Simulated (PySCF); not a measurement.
**Ionisation energy of Rh¹⁴⁺ by level of theory**

Rh¹⁴⁺ [Ar] 3d10 4s2 4p1 [4p1/2^1, M_J = 1/2] → Rh¹⁵⁺ [Ar] 3d10 4s2, as a difference of total energies. All numbers are calculated (PySCF 2.14, the two-component X2C-1e Hamiltonian, in an uncontracted even-tempered set (18 s from 0.66 bohr⁻², ratio 2.8; 14 p from 0.86 bohr⁻², ratio 2.8; 9 d from 1.5 bohr⁻², ratio 2.8; 4 f from 4.7 bohr⁻², ratio 3)). Correlated levels: [Ne] frozen; the 92 highest virtual spinors dropped. "Screened" scales the spin-orbit matrix elements by Boettger's factors to mimic the two-electron term; Breit and QED terms are absent.

```json
{"method": "GHF (screened spin-orbit)", "ionisation energy (eV)": "330.74"}
{"method": "GMP2 (screened spin-orbit)", "ionisation energy (eV)": "331.43"}
```

Q: How much does correlation contribute at GMP2 (screened spin-orbit)?

A: 331.43 − (330.74) = 0.69 eV, measured against GHF (screened spin-orbit).

Breit and QED terms and the two-electron picture change are absent.

For comparison: 331.58 ± 0.14 eV (semi-empirical (NIST evaluation); NIST Atomic Spectra Database, ionization energies).
